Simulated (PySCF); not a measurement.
Si(H)(Cl)(OH)(OMe) (CH₅ClO₂Si), SMILES CO[SiH](O)Cl.

Geometry: B3LYP-D3(BJ)/def2-SVP. This is a generated structure with no PubChem entry under its InChIKey; it may be hypothetical. The values are those of a single conformer.

Calculation: ωB97X/def2-TZVP in PySCF.

Isolated molecule, no solvent.

```json
{
 "total_energy": "-941.45083 hartree",
 "highest_occupied_level": "-11.14 eV",
 "lowest_empty_level": "2.78 eV",
 "orbital_gap": "13.92 eV",
 "dipole_moment": "1.68 D",
 "quadrupole, principal values (traceless, Buckingham form, about the centre of nuclear charge)": "-6.73, -0.39, 7.12 D·Å",
 "mean_static_polarisability": "53.2 bohr³ (7.89 Å³)",
 "polarisability_principal_values": "47.6, 55.5, 56.7 bohr³"
}
```
